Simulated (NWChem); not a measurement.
System: TiH3O3 cation; SMILES [OH][Ti+]([OH])[OH]

The following NWChem deck was run.

```
start job
memory heap 200 mb stack 900 mb global 1100 mb
charge 1
geometry units angstroms
  Ti     0.002182     0.003443     0.001901
  O      1.543949    -0.246780    -0.572397
  H      2.433681    -0.395474    -0.908528
  O     -0.493910    -0.738914     1.407969
  H     -0.781196    -1.173183     2.217657
  O     -1.053399     0.977351    -0.841103
  H     -1.665809     1.535574    -1.331060
end
basis spherical
  * library def2-svp
end
dft
  xc pbe0
  iterations 150
end
driver
  maxiter 120
end
task dft optimize
task dft freq
```

Excerpt of the output:

```
             Northwest Computational Chemistry Package (NWChem) 7.3.0
             --------------------------------------------------------

 C3  symmetry detected

                             Geometry "geometry" -> ""
                             -------------------------

 Output coordinates in angstroms (scale by  1.889725989 to convert to a.u.)

  No.       Tag          Charge          X              Y              Z
 ---- ---------------- ---------- -------------- -------------- --------------
    1 Ti                  22.0000     0.00000000     0.00000000     0.00500870
    2 O                    8.0000     1.64290058    -0.27052388    -0.00292153
    3 H                    1.0000     2.59288296    -0.42589967    -0.01335816
    4 O                    8.0000    -1.05573084    -1.28753170    -0.00292153
    5 H                    1.0000    -1.66528141    -2.03255268    -0.01335816
    6 O                    8.0000    -0.58716974     1.55805557    -0.00292153
    7 H                    1.0000    -0.92760155     2.45845234    -0.01335816

 Effective nuclear repulsion energy (a.u.)     236.6466070989

      Symmetry information
      --------------------

 Group name             C3
 Group number              5
 Group order               3
 No. of unique centers     3

                                Z-matrix (autoz)
                                --------

 Units are Angstrom for bonds and degrees for angles

[...]

      ----------------------
      Optimization converged
      ----------------------

  Step       Energy      Delta E   Gmax     Grms     Xrms     Xmax
  ---- ---------------- -------- -------- -------- -------- --------
@    8   -1076.10227292 -1.2D-06  0.00007  0.00004  0.00096  0.00168
                                     ok       ok       ok       ok

                                Z-matrix (autoz)
                                --------

 Units are Angstrom for bonds and degrees for angles

      Type          Name      I     J     K     L     M      Value     Gradient
      ----------- --------  ----- ----- ----- ----- ----- ---------- ----------
    1 Stretch                  1     2                       1.70993    0.00001
    2 Stretch                  1     4                       1.70993    0.00001
    3 Stretch                  1     6                       1.70993    0.00001
    4 Stretch                  2     3                       0.96925   -0.00007
    5 Stretch                  4     5                       0.96925   -0.00007
    6 Stretch                  6     7                       0.96925   -0.00007
    7 Bend                     2     1     4               113.71256   -0.00003
    8 Bend                     2     1     6               113.71256   -0.00003
    9 Bend                     3     1     4               110.62430   -0.00001
   10 Bend                     3     1     6               112.73516   -0.00004
   11 Bend                     4     1     6               113.71256   -0.00003
   12 Bend                     5     1     2               112.73516   -0.00004
   13 Bend                     5     1     6               110.62430   -0.00001
   14 Bend                     7     1     2               110.62430   -0.00001
   15 Bend                     7     1     4               112.73516   -0.00004
   16 Torsion                  1     2     4     5         157.49581    0.00004
   17 Torsion                  1     2     6     7        -163.82197    0.00004
   18 Torsion                  1     4     2     3        -163.82197    0.00004
   19 Torsion                  1     4     6     7         157.49581    0.00004
   20 Torsion                  1     6     2     3         157.49581    0.00004
   21 Torsion                  1     6     4     5        -163.82197    0.00004

                         Geometry "geometry" -> "geometry"
                         ---------------------------------

 Output coordinates in angstroms (scale by  1.889725989 to convert to a.u.)

  No.       Tag          Charge          X              Y              Z
 ---- ---------------- ---------- -------------- -------------- --------------
    1 Ti                  22.0000     0.00000000     0.00000000     0.56421668
    2 O                    8.0000     1.63521282    -0.24333817     0.12748234
    3 H                    1.0000     2.47059283    -0.42265497    -0.33016470
    4 O                    8.0000    -1.02834345    -1.29446675     0.12748234
    5 H                    1.0000    -1.60132636    -1.92826867    -0.33016470
    6 O                    8.0000    -0.60686937     1.53780493     0.12748234
    7 H                    1.0000    -0.86926647     2.35092364    -0.33016470

 Effective nuclear repulsion energy (a.u.)     232.4237750463

      Symmetry information
      --------------------

 Group name             C3
 Group number              5
 Group order               3
 No. of unique centers     3

                Final and change from initial internal coordinates
                --------------------------------------------------

                                Z-matrix (autoz)
                                --------

 Units are Angstrom for bonds and degrees for angles

[...]

 Rotational Constants
 --------------------
 A=   0.208458 cm-1  (  0.299918 K)
 B=   0.208458 cm-1  (  0.299918 K)
 C=   0.112278 cm-1  (  0.161539 K)

 Temperature                      =   298.15K
 frequency scaling parameter      =   1.0000

 Zero-Point correction to Energy  =   24.313 kcal/mol  (  0.038746 au)
 Thermal correction to Energy     =   28.218 kcal/mol  (  0.044968 au)
 Thermal correction to Enthalpy   =   28.810 kcal/mol  (  0.045911 au)

 Total Entropy                    =   74.659 cal/mol-K
   - Translational                =   39.608 cal/mol-K (mol. weight =  96.9562)
   - Rotational                   =   23.113 cal/mol-K (symmetry #  =        3)
   - Vibrational                  =   11.938 cal/mol-K

 Cv (constant volume heat capacity) =   20.018 cal/mol-K
   - Translational                  =    2.979 cal/mol-K
   - Rotational                     =    2.979 cal/mol-K
   - Vibrational                    =   14.059 cal/mol-K

[normal modes left out]

 ----------------------------------------------------------------------------
 Normal Eigenvalue ||           Projected Infra Red Intensities
  Mode   [cm**-1]  || [atomic units] [(debye/angs)**2] [(KM/mol)] [arbitrary]
 ------ ---------- || -------------- ----------------- ---------- -----------
    1     -163.064 ||    0.000452           0.010         0.441       0.024
    2       -0.000 ||    0.006607           0.152         6.440       0.346
    3       -0.000 ||    0.002882           0.066         2.810       0.151
    4       -0.000 ||    0.003767           0.087         3.672       0.197
    5        0.000 ||    0.003211           0.074         3.130       0.168
    6        0.000 ||    0.010248           0.236         9.990       0.536
    7        0.000 ||    0.004227           0.098         4.121       0.221
    8      139.878 ||    0.000825           0.019         0.804       0.043
    9      220.208 ||    0.057565           1.328        56.117       3.014
   10      220.212 ||    0.057559           1.328        56.112       3.013
   11      302.140 ||    0.364386           8.407       355.221      19.075
   12      302.144 ||    0.364397           8.407       355.233      19.076
   13      469.420 ||    0.025893           0.597        25.242       1.356
   14      469.427 ||    0.025897           0.597        25.246       1.356
   15      546.951 ||    0.501190          11.563       488.584      26.237
   16      877.085 ||    0.023539           0.543        22.947       1.232
   17      947.139 ||    0.264860           6.111       258.199      13.865
   18      947.139 ||    0.264868           6.111       258.207      13.866
   19     3849.733 ||    0.911472          21.028       888.548      47.715
   20     3849.734 ||    0.911464          21.028       888.540      47.715
   21     3874.447 ||    0.206193           4.757       201.007      10.794
 ----------------------------------------------------------------------------

 ===============================================================================
      Negative Nuclear Hessian Mode    1  Eigenvalue =   -163.06 cm**(-1)
 -------------------------------------------------------------------------------
   Raw step length:  0.495 angstroms ;  The Raw step for this mode is:
    1 Ti                  22.0000     0.00000013    -0.00000001    -0.00077241
    2 O                    8.0000     0.00543340     0.02663524     0.00019506
    3 H                    1.0000    -0.05535123    -0.27880304     0.00863977
    4 O                    8.0000     0.02035052    -0.01802391     0.00019610
    5 H                    1.0000    -0.21378735     0.18735269     0.00863391
    6 O                    8.0000    -0.02578556    -0.00861300     0.00019486
    7 H                    1.0000     0.26915871     0.09147712     0.00864080

  Geometry after  100.0% step for mode  1; Step length =  0.495 angstroms
   Maximum component (any atom: x,y, or z) displacement:  0.527
    1 Ti                  22.0000     0.00000013    -0.00000001     0.56344427
    2 O                    8.0000     1.64064621    -0.21670293     0.12767740
    3 H                    1.0000     2.41524161    -0.70145802    -0.32152493
    4 O                    8.0000    -1.00799293    -1.31249066     0.12767844
    5 H                    1.0000    -1.81511371    -1.74091598    -0.32153079
    6 O                    8.0000    -0.63265493     1.52919193     0.12767721
    7 H                    1.0000    -0.60010776     2.44240076    -0.32152390

  Geometry after -100.0% step for mode  1; Step length =  0.495 angstroms
   Maximum component (any atom: x,y, or z) displacement:  0.527
    1 Ti                  22.0000    -0.00000013     0.00000001     0.56498909
    2 O                    8.0000     1.62977942    -0.26997342     0.12728728
    3 H                    1.0000     2.52594406    -0.14385193    -0.33880447
    4 O                    8.0000    -1.04869397    -1.27644285     0.12728624
    5 H                    1.0000    -1.38753901    -2.11562136    -0.33879861
    6 O                    8.0000    -0.58108381     1.54641792     0.12728748
    7 H                    1.0000    -1.13842519     2.25944652    -0.33880550

  Geometry after   50.0% step for mode  1; Step length =  0.247 angstroms
   Maximum component (any atom: x,y, or z) displacement:  0.263
    1 Ti                  22.0000     0.00000007    -0.00000000     0.56383047
    2 O                    8.0000     1.63792952    -0.23002055     0.12757987
    3 H                    1.0000     2.44291722    -0.56205649    -0.32584482
    4 O                    8.0000    -1.01816819    -1.30347871     0.12758039
    5 H                    1.0000    -1.70822003    -1.83459232    -0.32584775
    6 O                    8.0000    -0.61976215     1.53349843     0.12757977
    7 H                    1.0000    -0.73468712     2.39666220    -0.32584430

  Geometry after  -50.0% step for mode  1; Step length =  0.247 angstroms
   Maximum component (any atom: x,y, or z) displacement:  0.263
    1 Ti                  22.0000    -0.00000007     0.00000000     0.56460288
    2 O                    8.0000     1.63249612    -0.25665580     0.12738481
    3 H                    1.0000     2.49826845    -0.28325345    -0.33448458
    4 O                    8.0000    -1.03851871    -1.28545480     0.12738429
    5 H                    1.0000    -1.49443268    -2.02194502    -0.33448165
    6 O                    8.0000    -0.59397659     1.54211143     0.12738491
    7 H                    1.0000    -1.00384583     2.30518508    -0.33448510

  Geometry after   38.0% step for mode  1; Step length =  0.188 angstroms
   Maximum component (any atom: x,y, or z) displacement:  0.200
    1 Ti                  22.0000     0.00000005    -0.00000000     0.56392346
    2 O                    8.0000     1.63727537    -0.23322726     0.12755639
    3 H                    1.0000     2.44958115    -0.52849042    -0.32688499
    4 O                    8.0000    -1.02061826    -1.30130875     0.12755678
    5 H                    1.0000    -1.68248143    -1.85714837    -0.32688721
    6 O                    8.0000    -0.61665773     1.53453538     0.12755631
    7 H                    1.0000    -0.76709208     2.38564895    -0.32688460

  Geometry after  -38.0% step for mode  1; Step length =  0.188 angstroms
   Maximum component (any atom: x,y, or z) displacement:  0.200
    1 Ti                  22.0000    -0.00000005     0.00000000     0.56450989
    2 O                    8.0000     1.63315027    -0.25344909     0.12740830
    3 H                    1.0000     2.49160452    -0.31681952    -0.33344441
    4 O                    8.0000    -1.03606864    -1.28762476     0.12740790
    5 H                    1.0000    -1.52017129    -1.99938897    -0.33344219
    6 O                    8.0000    -0.59708100     1.54107448     0.12740837
    7 H                    1.0000    -0.97144087     2.31619833    -0.33344480

  Geometry after   19.0% step for mode  1; Step length =  0.094 angstroms
   Maximum component (any atom: x,y, or z) displacement:  0.100
    1 Ti                  22.0000     0.00000002    -0.00000000     0.56407007
    2 O                    8.0000     1.63624409    -0.23828272     0.12751937
    3 H                    1.0000     2.46008699    -0.47557270    -0.32852484
    4 O                    8.0000    -1.02448085    -1.29788775     0.12751956
    5 H                    1.0000    -1.64190389    -1.89270852    -0.32852595
    6 O                    8.0000    -0.61176355     1.53617015     0.12751933
    7 H                    1.0000    -0.81817927     2.36828630    -0.32852465

  Geometry after  -19.0% step for mode  1; Step length =  0.094 angstroms
   Maximum component (any atom: x,y, or z) displacement:  0.100
    1 Ti                  22.0000    -0.00000002     0.00000000     0.56436328
    2 O                    8.0000     1.63418154    -0.24839363     0.12744532
    3 H                    1.0000     2.48109868    -0.36973725    -0.33180455
    4 O                    8.0000    -1.03220604    -1.29104576     0.12744512
    5 H                    1.0000    -1.56074882    -1.96382882    -0.33180344
    6 O                    8.0000    -0.60197519     1.53943970     0.12744536
    7 H                    1.0000    -0.92035367     2.33356099    -0.33180475
```

Level: PBE0/def2-SVP. This spin state was assumed; another may lie lower. The optimisation ended at a saddle point (imaginary frequency).
